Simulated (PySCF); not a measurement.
Compound: C₄H₃N₃.
Cartesian coordinates in Å at the GFN2-xTB level; atoms count from 1:
```
atom  x, y, z in Å
N1     3.0625   -0.7270   -0.2783
C2     1.9554   -0.4461   -0.1732
C3     0.6022   -0.1100   -0.0472
C4    -0.5392   -0.8783   -0.2286
C5    -1.5946    0.0003    0.0379
N6    -1.1473    1.2015    0.3550
N7     0.1691    1.1312    0.3030
H8    -0.5879   -1.9097   -0.5097
H9    -2.6471   -0.1970    0.0102
H10    0.7358    1.9397    0.5083
```

The calculation used TDDFT B3LYP/def2-SVPD, vertical, gas phase, core orbitals frozen in the response (PySCF).

Ground-to-excited transition dipoles (e·a0, same axes as the geometry; the sign carries no meaning), for the states with f of 0.002 or more among the lowest 8:

| state | E (eV) | μx | μy | μz |
| --- | --- | --- | --- | --- |
| S1 | 5.881 | -0.037 | -0.024 | 0.142 |
| S2 | 5.886 | 1.319 | -0.404 | -0.139 |
| S3 | 6.023 | -0.317 | -0.467 | -0.120 |
| S8 | 7.573 | 0.004 | -0.043 | 0.161 |

Task: Work out the oscillator strengths.

Result: f = (2/3) ΔE |μ|² with ΔE in hartree (27.2114 eV).

| state | \|μ\|² (au) | \|μ\| (D) | f |
| --- | --- | --- | --- |
| S1 | 0.022 | 0.38 | 0.003 |
| S2 | 1.923 | 3.52 | 0.277 |
| S3 | 0.333 | 1.47 | 0.049 |
| S8 | 0.028 | 0.42 | 0.005 |

Task: Which bond between heavy atoms lies closest to the direction of the S2 transition dipole?

Result: N1–C2 and C2–C3, at 3° from it; next N6–N7 at 14°.

Task: What angle do the transition dipoles of S2 and S3 make?

Result: |cos θ| = |μa·μb| / (|μa| |μb|) = 0.27, so θ ≈ 75° (taken between 0 and 90°, since the signs are arbitrary).

Task: What peak molar absorption coefficient would the strongest computed level give as a lone Gaussian band 0.5 eV wide at half height?

Result: ε(max) = 2.175×10⁸ f / FWHM, with the width in cm⁻¹. S2: 2.175×10⁸ × 0.2773 / 4033 ≈ 15000 L mol⁻¹ cm⁻¹.
